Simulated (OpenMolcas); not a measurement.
What dynamic correlation does to the levels of Ca+

```
Program             : OpenMolcas
Basis               : ANO-RCC-VTZP [6s5p2d1f]
Scalar Hamiltonian  : DKH2, point nucleus
Active space        : 1 electron in 4 orbitals (4s 4p)
State averaging     : 2S+1 = 2 even, 1 root; 2S+1 = 2 odd, 3 roots
Spin-orbit coupling : state interaction with AMFI integrals over the reference wave functions, term energies averaged over their components
```

Methods on the same reference wave functions:
A. CASSCF
B. SS-CASPT2, IPEA 0.25 Eh, imaginary shift 0.1 Eh (closed shells correlated: 3s 3p)
C. XMS-CASPT2, IPEA 0.25 Eh, imaginary shift 0.1 Eh (closed shells correlated: 3s 3p)

Energies in cm-1 above 4s 2S 1/2, the measured ground level; measured values from NIST Handbook of Basic Atomic Spectroscopic Data.

```tsv
Level	A	B	C	Measured
4s 2S 1/2	0.0	0.0	0.0	0.0
4p 2P* 1/2	23624	25059	24960	25192
4p 2P* 3/2	23775	25210	25111	25414
```

Deviations, from unrounded energies. A percentage is the sum of absolute deviations over the sum of measured energies, with the sign that they share, or ± where signs differ.

```
           Against measurement  Levels     A     B     C
mean absolute deviation (cm-1)       2  1600   170   270
      other configurations (%)       2  -6.3  -0.7  -1.1
```

B lies closest to measurement on these levels and A furthest from it. The largest miss of B in the table is 4p 2P* 3/2, by -200 cm-1. The ranking rests on the paired levels alone, and a cruder setting can come out closer through cancelling errors.

Between B and C the level of the table that moves most is 4p 2P* 3/2, by 99 cm-1 (lowest in C, highest in B).

The lowest spin-free term lies below A's lowest term by 0.225 hartree in B, 0.225 hartree in C.

ANO sets are built for ground and valence states and can reach diffuse excited orbitals poorly. With one active electron the reference holds no correlation, so core polarisation is missing (holds for A). With one active electron, CASPT2 adds the correlation within the correlated inactive shells and between them and that electron, and leaves the splitting within a term as the reference gives it (holds for B; C). Measured partners are found by configuration, term and J. A level has none where our copy of the source lacks it or the pairing is in doubt (some pairs that miss far off the trend of their configuration count as doubtful), and it then counts in no deviation. Only configurations of the active space appear.

* marks odd parity.
